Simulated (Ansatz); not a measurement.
C2H5FZn, SMILES `FC[CH2][ZnH]`, relaxed with RKS PBE0-D4/def2-TZVP in Ansatz 0.2.0 from a PBE-D4/def2-SVP geometry. The force threshold is 0.005 eV/Å; the program also tests the step.

Total charge 0; spin multiplicity 1.

Start:

```xyz
9

F     0.807    0.715   -1.198
C     1.053    0.083    0.078
C    -0.252   -0.440    0.621
Zn   -1.539    0.289   -0.700
H     1.816   -0.699   -0.125
H     1.512    0.868    0.716
H    -0.302   -1.549    0.636
H    -0.470   -0.077    1.646
H    -2.625    0.810   -1.674
```

(1) By how much does the energy fall, and how many steps does the optimiser take? (An estimate is asked.)

(2) Which bonds change most? (An estimate is asked.)

(3) Give the relaxed structure. (An estimate is asked.)

Answers

(1) Ansatz gave: 4.06 kJ/mol, in 7 steps, 1 of them rejected.

(2) The calculation gave: F1–C2 from 1.445 to 1.423 Å; C2–H5 from 1.111 to 1.092 Å; C2–H6 from 1.111 to 1.092 Å; C3–H7 from 1.110 to 1.093 Å.

(3) Ansatz gave: 
```xyz
9

F     0.916    0.725   -1.174
C     1.077    0.081    0.085
C    -0.251   -0.414    0.581
Zn   -1.593    0.273   -0.688
H     1.804   -0.714   -0.094
H     1.522    0.834    0.738
H    -0.303   -1.505    0.601
H    -0.471   -0.054    1.589
H    -2.701    0.773   -1.637
```
